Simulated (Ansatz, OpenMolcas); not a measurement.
**Ansatz → OpenMolcas**

This Ansatz 0.2.0 job computes SnH3OF (SMILES [OH][SnH2][F]):

in.yaml:
```yaml
crystal:
  periodic: [false, false, false]
  atoms:
    - {symbol: O, position_ang: [-1.414400, -0.333000, -0.425000]}
    - {symbol: Sn, position_ang: [0.302300, 0.255900, 0.283700]}
    - {symbol: F, position_ang: [1.409100, -1.315100, 0.302100]}
    - {symbol: H, position_ang: [-1.368600, -0.685700, -1.316700]}
    - {symbol: H, position_ang: [1.096100, 1.317100, -0.782100]}
    - {symbol: H, position_ang: [0.017500, 0.696700, 1.891900]}
basis:
  gaussian:
    orbitals: def2-SVPD
hamiltonian:
  xc: {name: SVWN5}
accuracy: high
output: {orbitals: {seedname: orbitals}}
```

```bash
$ ansatz run in.yaml --threads 1 --pin off --max-ram 3480MiB --events-out events.jsonl --progress --plain --runs-dir runs
```

Geometry: relaxed at PBE0-D4/def2-TZVP. This is one conformer, not always the lowest.

It gives a total energy of -389.544569 Eh.

Translate the job to OpenMolcas 26.06 as an input file of the program's own, asking for the gradient.

One way, which was run:

test.inp:
```
* FH3OSn Kohn-Sham DFT
&gateway
baslib
$CurrDir
coord
6
angstrom
O       -1.414400      -0.333000      -0.425000
Sn       0.302300       0.255900       0.283700
F        1.409100      -1.315100       0.302100
H       -1.368600      -0.685700      -1.316700
H        1.096100       1.317100      -0.782100
H        0.017500       0.696700       1.891900
basis
def2-SVPD
group
NoSym
&seward
gridinput
Grid=UltraFine
End of Grid
&scf
ksdft
SVWN5
thresholds
1e-10 1e-07 1e-07 1e-05
prorbitals
1 1
&alaska
```

```bash
$ export MOLCAS_MEM=1860
$ pymolcas test.inp > test.log
```

(Basis files named in the input come from the Basis Set Exchange and aren't shown.)

Its energy is -389.544571 Eh, 0.002 mEh from the first.
